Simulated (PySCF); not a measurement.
Vertical excitations of a molecule C₃H₆FNSi from PySCF with TDDFT-M06-2X/def2-SVPD, as energy in eV (oscillator strength): 5.99 (0.091), 6.02 (0.128), 6.30 (0.018), 6.41 (0.012), 6.73 (0.089), 7.15 (0.003), 7.56 (0.005), 7.83 (0.004), 7.90 (0.000), 8.20 (0.002). Lowest triplet (TDA): 4.10 eV. Geometry optimised at B3LYP-D3(BJ)/def2-SVP. One conformer was computed; it need not be the lowest.

Q: Pick the molecule that these values belong to.
(A) C[Si@@H]1C=N[C@@H]1F
(B) FC1=CCN[SiH2]1
(C) F[C@@H]1CN=C1[SiH3]
(D) F[SiH2]N1C=CC1

A: D, F[SiH2]N1C=CC1
